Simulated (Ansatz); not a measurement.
A trace of molecular dynamics of ClH$_{7}$Si$_{3}$ (11 atoms, charge 0, multiplicity 1).

All numbers below come from Ansatz, RHF/def2-SVP.

| Quantity | Value |
| --- | --- |
| ensemble | NVE (velocity Verlet) |
| starting velocities drawn for | 1500 K |
| seed | 332205 |

| time (fs) | T (K) | potential energy less start (eV) | conserved less start (meV/atom) |
| --- | --- | --- | --- |
| 0 | 1500 | 0.000 | 0.00 |
| 4 | 873 | 0.843 | 10.32 |
| 8 | 884 | 0.783 | 6.04 |
| 12 | 694 | 1.050 | 10.29 |
| 16 | 929 | 0.745 | 7.34 |
| 20 | 1005 | 0.621 | 4.04 |
| 24 | 543 | 1.239 | 11.37 |
| 28 | 1035 | 0.566 | 2.33 |
| 32 | 713 | 1.056 | 12.83 |
| 36 | 891 | 0.761 | 4.86 |
| 40 | 381 | 1.425 | 11.17 |
| 44 | 528 | 1.194 | 5.77 |
| 48 | 719 | 0.951 | 3.84 |
| 52 | 453 | 1.331 | 10.27 |
| 56 | 774 | 0.880 | 3.23 |
| 60 | 336 | 1.519 | 15.04 |
| 64 | 825 | 0.828 | 3.91 |
| 68 | 423 | 1.378 | 11.32 |
| 72 | 597 | 1.106 | 4.95 |
| 76 | 515 | 1.217 | 6.55 |
| 80 | 584 | 1.171 | 9.54 |

Task: Can this run be trusted? Judge the integration.

Result: The conserved energy wandered by up to 15.0 meV per atom (net 9.5 meV per atom), which is poor conservation. A step of 2 fs is long for free X–H stretches (periods near 10 fs) and can bias their spread and the temperature. A run of 0.08 ps of so small a system gives no equilibrium averages. The time step was 2 fs.

Run time: 63 s on 1 thread of Intel(R) Xeon(R) 6975P-C (Granite Rapids) (shared host), peak memory 0.24 GiB.
